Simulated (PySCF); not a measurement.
C₃H₄BrF, SMILES FC1(Br)CC1. Heavy atoms are numbered as in [F:1][C:2]1([Br:3])[CH2:4][CH2:5]1. Hydrogens are named by the atom that carries them.

Geometry: B3LYP-D3(BJ)/def2-SVP.

These are PBE/def2-TZVP run with PySCF values and carry that method's errors.

Atomic charges (e), one atom of each kind:

```tsv
atom	IAO	Löwdin
F1	-0.26	0.19
C2	0.24	-0.63
Br3	-0.03	0.29
C4 (CH2)	-0.31	-0.21
H on C4	0.17	0.14
```

Computed Mayer and Wiberg (Löwdin basis) orders of the bonds:
| bond | Mayer | Wiberg |
|---|---|---|
| F1–C2 | 1.12 | 1.72 |
| C2–Br3 | 1.05 | 1.53 |
| C2–C4 | 0.98 | 1.27 |
| C2–C5 | 0.98 | 1.27 |
| C4–C5 | 0.96 | 1.25 |
